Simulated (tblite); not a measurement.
Input of a run (GFN2-xTB geometry optimisation, gas phase (tblite 0.8.0)), started from a force field or distance geometry:
```
{"job": {"kind": "relax", "xc": "GFN2-xTB", "basis": "xTB"}, "charge": 0, "multiplicity": 1}
Cl     2.287400    -1.555200    -0.726400
C      0.594600    -1.254400    -0.267300
C     -0.175400    -0.470700    -1.307700
C     -0.608600     0.745300    -0.457000
Cl    -1.598000     1.934700    -1.234900
C      0.697300     1.140100     0.299800
C      0.502900    -0.282200     0.909800
C     -1.011100     0.093700     0.933100
Cl    -1.672600     1.082000     2.287800
H      0.127300    -2.224600    -0.031400
H      0.413800    -0.163600    -2.175800
H     -1.056000    -1.036300    -1.665900
H      1.586300     1.300200    -0.306000
H      0.636700     1.979700     1.000200
H      0.981800    -0.524600     1.860400
H     -1.714100    -0.755200     0.869800
```

Output (eV, eV/Å):
```
step      E/eV     max force
  0    -817.79991    1.703
  1    -817.93100    0.984
  2    -817.99732    0.696
  3    -818.03204    0.494
  4    -818.05441    0.341
  5    -818.06517    0.223
  6    -818.07279    0.171
  7    -818.07841    0.184
  8    -818.08237    0.131
  9    -818.08438    0.095
 10    -818.08534    0.077
 11    -818.08601    0.061
 12    -818.08684    0.076
 13    -818.08799    0.092
 14    -818.08919    0.090
 15    -818.08999    0.067
 16    -818.09037    0.051
 17    -818.09059    0.039
 18    -818.09077    0.037
 19    -818.09092    0.031
 20    -818.09105    0.029
 21    -818.09118    0.030
 22    -818.09129    0.027
 23    -818.09138    0.022
 24    -818.09145    0.022
 25    -818.09151    0.020
 26    -818.09157    0.018
 27    -818.09163    0.021
 28    -818.09169    0.017
 29    -818.09173    0.018
 30    -818.09177    0.014
 31    -818.09180    0.016
 32    -818.09182    0.014
 33    -818.09184    0.011
 34    -818.09186    0.011
 35    -818.09187    0.010
```

Summarise the run.

The energy falls by 28.2 kJ/mol over 35 L-BFGS steps, the largest force on an atom goes from 1.70 to 0.010 eV/Å, and the atoms move by 0.071 Å rms after alignment. The bond that changes most is C4–C8 (both ends sp3 C–Cl carbon), which shortens by 0.047 Å. Bonds longer at the end by more than 0.005 Å: 2 of 17; shorter: 12. Among the angles that change most is C4–C8–Cl9, from 121.7° to 115.0°. The energy never rose by more than 1e-5 eV on the way. The first step brought 45 % of the lowering.

What are the final bond lengths?

Cl1–C2 1.780 Å, C2–C3 1.544 Å, C3–C4 1.533 Å, C4–Cl5 1.752 Å, C4–C6 1.536 Å, C6–C7 1.539 Å, C7–C8 1.542 Å, C8–Cl9 1.763 Å, C2–C7 1.530 Å, C4–C8 1.540 Å, C2–H10 1.090 Å, C3–H11 1.088 Å, C3–H12 1.089 Å, C6–H13 1.086 Å, C6–H14 1.085 Å, C7–H15 1.084 Å, C8–H16 1.090 Å. Numbering counts from 1 in the input's order; the species is `Cl[C@@H]1C[C@]2(Cl)C[C@H]1[C@H]2Cl`.

Its GFN2-xTB frequencies are all real (lowest 112 cm⁻¹).

All values are computed, not measured.
